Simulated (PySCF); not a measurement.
A run for PySCF: R-M06-2X/6-31G* on CH3Cl (SMILES CCl).

```python
from pyscf import gto, scf, dft, mp
from pyscf.data.elements import chemcore

mol = gto.M(
    atom='''
    C    -0.26932197    1.08040423   -0.42773151
    Cl   -0.15216577   -0.70344389   -0.26954953
    H    -1.19973286    1.31737333   -0.93468570
    H    -0.25586036    1.51169137    0.56865453
    H     0.58093530    1.42792704   -1.00660750
    ''',
    basis='6-31g*',
    cart=True,
    charge=0, spin=0, verbose=3, max_memory=1800)
mf = dft.RKS(mol, xc='m062x')
mf.conv_tol = 1e-8
mf.max_cycle = 100
mf.kernel()
if not mf.converged:
    mf = mf.newton().run(mf.mo_coeff, mf.mo_occ)
```

Output:

```
converged SCF energy = -500.045514693903
```

The calculation finished and met its thresholds.

Cost: very roughly 2.5 core-seconds.
